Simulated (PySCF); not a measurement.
A side-by-side comparison of computed properties.

First species: C5H5NS.
SMILES with atom numbers: `[CH2:1]=[CH:2][c:3]1[cH:4][n:5][cH:6][s:7]1` (hydrogens: H8, H9 on C1; H10 on C2; H11 on C4; H12 on C6)

Cartesian coordinates in Å at the GFN2-xTB level; atoms count from 1:
```
atom  x, y, z in Å
C1    -2.1550   -0.9144    0.2815
C2    -1.3785    0.1641    0.2881
C3     0.0331    0.1616    0.0148
C4     0.8845    1.2381    0.0081
N5     2.1733    0.9695   -0.2804
C6     2.3573   -0.2804   -0.4996
S7     0.9402   -1.2725   -0.3712
H8    -1.7587   -1.8927    0.0625
H9    -3.2077   -0.8542    0.4940
H10   -1.7899    1.1407    0.5100
H11    0.5967    2.2533    0.2128
H12    3.3059   -0.7136   -0.7466
```

Second species: C6H12O.
SMILES: `CC1CCOCC1`

Levels: PBE0/def2-SVPD for HOMO energy, LUMO energy, HOMO–LUMO gap and static isotropic polarisability; TDDFT PBE0/def2-SVPD for lowest singlet excitation; TDA PBE0/def2-SVPD for lowest triplet excitation (Tamm–Dancoff). Geometries: GFN2-xTB. Each species is one conformer at its optimised geometry, gas phase, non-relativistic unless stated. Electronic properties by PySCF.

The conformers computed, where there is a choice (atom-mapped SMILES and torsion angles):
- `[CH2:1]=[CH:2][c:3]1[cH:4][n:5][cH:6][s:7]1`: C1–C2–C3–C4 180°

The conformers of `CC1CCOCC1` aren't listed.

(1) Which of the two has the higher LUMO energy, and by how much?

(2) Which of the two has the higher T1 energy, and by how much?

(3) Which of the two has the higher HOMO–LUMO gap, and by how much?

(4) Which has the higher S1 energy?

(5) Which of the two has the higher HOMO energy, and by how much?

(6) Which has the higher static isotropic polarisability?

Results:

(1) The second: 0.82 eV against -1.62 eV, a difference of 2.44 eV.

(2) The second: 6.81 eV against 2.85 eV, a difference of 3.96 eV.

(3) The second: 8.03 eV against 5.16 eV, a difference of 2.87 eV.

(4) The second: 6.99 eV against 4.67 eV, a difference of 2.32 eV.

(5) The first: -6.78 eV against -7.21 eV, a difference of 0.43 eV.

(6) The first: 85.0 au against 74.5 au, a difference of 10.5 au.

On the first: The polarisability is 12.60 Å³ as a volume (1 au = 0.148185 Å³), or 1.47 au for each of the 58 electrons. No computed singlet falls in the visible range (750 to 380 nm, 1.65 to 3.26 eV); S1 lies 1.41 eV above its blue end.

On the second: The principal polarisabilities are 66.0, 76.9 and 80.5 au; their mean is the isotropic value. The vertical singlet–triplet gap S1 − T1 is 0.18 eV (TDDFT singlet less Tamm–Dancoff triplet; S1: HOMO→LUMO, weight 0.84; T1: HOMO→LUMO, weight 0.82).
